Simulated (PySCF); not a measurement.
HCoO at several levels of theory

All levels use the PBE0 minimum (quintet; Co–H 1.596 Å, Co–O 1.628 Å; H–Co–O 157.7°), basis [Co def2-TZVP, O def2-TZVP, H def2-TZVP], no relativity, density fitting, no spin–orbit coupling, PySCF. For vertical energies the ionised species is a sextet (spins chosen at PBE0 and kept) and the electron-attached one a quartet. Atomisation goes to high-spin ground-configuration atoms, without zero-point energy. Open shells are unrestricted, also as the reference of the correlated levels. A dash marks a value that was not computed or is not defined at that level.

```csv
level,atomisation (kJ/mol),vertical IP (eV),vertical EA (eV),−ε(HOMO) (eV),dipole (D)
PBE0,606,10.54,1.86,8.20,1.60
HF,98,8.29,1.39,10.43,2.70
MP2,611,11.59,1.49,–,–
PBE,760,10.58,1.90,6.85,1.32
CCSD(T),593,10.62,1.64,–,–
r2SCAN,715,10.55,1.81,7.25,1.46
B3LYP,623,10.70,2.03,8.04,1.53
TPSSh,673,10.50,1.82,7.59,1.44
LC-wPBE,668,10.69,2.03,10.93,1.53
B2PLYP,643,11.06,1.65,–,–
```

For HCoO itself CCSD(T) correlates 24 electrons; T1 = 0.053, D1 = 0.250, (T) = -91 kJ/mol. T1 is large, so the single-reference value is itself in doubt.

(1) Which levels differ least and most from CCSD(T) in the atomisation?

Answers

(1) Least: PBE0 (+13 kJ/mol); most: HF (-495 kJ/mol). CCSD(T) atomisation energies in a triple-zeta basis lie tens of kJ/mol low, so this is no ranking by accuracy.

Without diffuse functions attachment energies tend to come out too low.

Open d and f shells are described by one determinant, and the ground state may have another occupation or spin.
